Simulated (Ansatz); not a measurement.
Method: r2SCAN-D4/def2-SVP (Ansatz, a first-principles code). No frequencies were computed at this level.

Ansatz 0.2 input:
```yaml
crystal:
  periodic: [false, false, false]
  atoms:
    - { symbol: Hf, position_ang: [0.058693, 0.000969, 0.028701] }
    - { symbol: O, position_ang: [0.009787, -0.378463, -1.910826] }
    - { symbol: H, position_ang: [0.336217, -0.579278, -2.787851] }
    - { symbol: H, position_ang: [-0.798786, 1.610008, 0.287429] }
    - { symbol: H, position_ang: [-0.831783, -1.375434, 0.871403] }
    - { symbol: H, position_ang: [1.846418, 0.072444, 0.496338] }
basis:
  gaussian: { orbitals: def2-svp }
hamiltonian:
  xc: r2scan
  dispersion: d4
relax:
  max_steps: 150
```

Output:

```
Functional definition: r2SCAN
689 factors; their error is unknown
mean field evaluation 1: about -3410.7167 eV, gradient 5.5e1 eV
mean field evaluation 2: about -3314.5793 eV, gradient 2.0e2 eV
mean field evaluation 4: about -3416.3566 eV, gradient 7.3e0 eV
mean field evaluation 8: about -3416.4693 eV, gradient 3.5e-1 eV
mean field evaluation 16: about -3416.4694 eV, gradient 2.6e-5 eV
mean field -3416.46941991 eV, -125.5529354155 hartree, gradient 2.6e-5 eV, S^2 0.000000; 0 other end points of the search recorded, 0 dependent functions left out
reference -3416.46944352 eV, -125.5529362833 hartree; 12, 12 occupied and 54, 54 virtual orbitals, 689 factors
relax step   1: F+E_penalty+E_count = -3416.48911153 eV  Δ(F+E_penalty+E_count) = +0.000e0 eV  max|allowed force component| = 2.321e0 eV/Å  Δτ_max = 0.0000 Å  (26 SCF iters, accepted)
these checks for a lower state are left out or cut short: starts, cluster_reference, orbital_swaps, neighbouring_geometries, increment
689 factors; their error is unknown
mean field -3416.50809619 eV, -125.5543567427 hartree, gradient 1.0e-5 eV, S^2 0.000000; 0 other end points of the search recorded, 0 dependent functions left out
reference -3416.50811958 eV, -125.5543576022 hartree; 12, 12 occupied and 54, 54 virtual orbitals, 689 factors
relax step   2: F+E_penalty+E_count = -3416.52777091 eV  Δ(F+E_penalty+E_count) = -3.866e-2 eV  max|allowed force component| = 1.394e0 eV/Å  Δτ_max = 0.1320 Å  (35 SCF iters, accepted)
these checks for a lower state are left out or cut short: starts, cluster_reference, orbital_swaps, neighbouring_geometries, increment
689 factors; their error is unknown
mean field evaluation 32: about -3416.5618 eV, gradient 1.1e-5 eV
mean field -3416.56176077 eV, -125.5563288796 hartree, gradient 1.1e-5 eV, S^2 0.000000; 0 other end points of the search recorded, 0 dependent functions left out
reference -3416.56178425 eV, -125.5563297426 hartree; 12, 12 occupied and 54, 54 virtual orbitals, 689 factors
relax step   3: F+E_penalty+E_count = -3416.58158597 eV  Δ(F+E_penalty+E_count) = -5.382e-2 eV  max|allowed force component| = 1.863e-1 eV/Å  Δτ_max = 0.0927 Å  (35 SCF iters, accepted)
these checks for a lower state are left out or cut short: starts, cluster_reference, orbital_swaps, neighbouring_geometries, increment
689 factors; their error is unknown
mean field -3416.57675791 eV, -125.5568800144 hartree, gradient 1.2e-5 eV, S^2 0.000000; 0 other end points of the search recorded, 0 dependent functions left out
reference -3416.57678126 eV, -125.5568808723 hartree; 12, 12 occupied and 54, 54 virtual orbitals, 689 factors
relax step   4: F+E_penalty+E_count = -3416.59663971 eV  Δ(F+E_penalty+E_count) = -1.505e-2 eV  max|allowed force component| = 3.005e-1 eV/Å  Δτ_max = 0.1288 Å  (35 SCF iters, accepted)
these checks for a lower state are left out or cut short: starts, cluster_reference, orbital_swaps, neighbouring_geometries, increment
689 factors; their error is unknown
mean field -3416.36114796 eV, -125.5489564947 hartree, gradient 1.2e-5 eV, S^2 0.000000; 0 other end points of the search recorded, 0 dependent functions left out
reference -3416.36117117 eV, -125.5489573478 hartree; 12, 12 occupied and 54, 54 virtual orbitals, 689 factors
relax step   5: F+E_penalty+E_count = -3416.38092540 eV  Δ(F+E_penalty+E_count) = +2.157e-1 eV  max|allowed force component| = 3.987e0 eV/Å  Δτ_max = 0.1260 Å  (35 SCF iters, rejected (line search))
these checks for a lower state are left out or cut short: starts, cluster_reference, orbital_swaps, neighbouring_geometries, increment
689 factors; their error is unknown
mean field -3416.56137942 eV, -125.5563148651 hartree, gradient 1.1e-5 eV, S^2 0.000000; 0 other end points of the search recorded, 0 dependent functions left out
reference -3416.56140277 eV, -125.5563157233 hartree; 12, 12 occupied and 54, 54 virtual orbitals, 689 factors
relax step   6: F+E_penalty+E_count = -3416.58119859 eV  Δ(F+E_penalty+E_count) = +1.544e-2 eV  max|allowed force component| = 1.100e0 eV/Å  Δτ_max = 0.0628 Å  (29 SCF iters, rejected (line search))
these checks for a lower state are left out or cut short: starts, cluster_reference, orbital_swaps, neighbouring_geometries, increment
689 factors; their error is unknown
mean field -3416.57877137 eV, -125.5569540075 hartree, gradient 1.1e-5 eV, S^2 0.000000; 0 other end points of the search recorded, 0 dependent functions left out
reference -3416.57879471 eV, -125.5569548652 hartree; 12, 12 occupied and 54, 54 virtual orbitals, 689 factors
relax step   7: F+E_penalty+E_count = -3416.59863090 eV  Δ(F+E_penalty+E_count) = -1.991e-3 eV  max|allowed force component| = 3.143e-3 eV/Å  Δτ_max = 0.0233 Å  (29 SCF iters, accepted)
689 factors; their error is unknown
mean field evaluation 64: about -3416.6401 eV, gradient 1.5e-4 eV
mean field -3416.57877137 eV, -125.5569540075 hartree, gradient 1.2e-5 eV, S^2 0.000000; 1 other end points of the search recorded, 0 dependent functions left out
reference -3416.57879471 eV, -125.5569548652 hartree; 12, 12 occupied and 54, 54 virtual orbitals, 689 factors
Total energy: -3416.59865424 eV, -125.5576846894 hartree
Atom 0 at     0.090206    -0.009353    -0.007510 Å, force     0.001239    -0.000653    -0.003143 eV/Å
Atom 1 at     0.135302    -0.380057    -1.864169 Å, force     0.000573     0.000062     0.001189 eV/Å
Atom 2 at     0.163354    -0.568154    -2.804073 Å, force    -0.001718     0.000422     0.001431 eV/Å
Atom 3 at    -0.790705     1.610716     0.232372 Å, force     0.000680    -0.001507    -0.000183 eV/Å
Atom 4 at    -0.823347    -1.394775     0.831592 Å, force     0.000440     0.001194    -0.000742 eV/Å
Atom 5 at     1.845736     0.091869     0.596980 Å, force    -0.001214     0.000482     0.001448 eV/Å
Dipole moment:     0.012122    -0.086328    -0.431848 e Å
```

Cost: about 19 core-seconds (a rough figure).
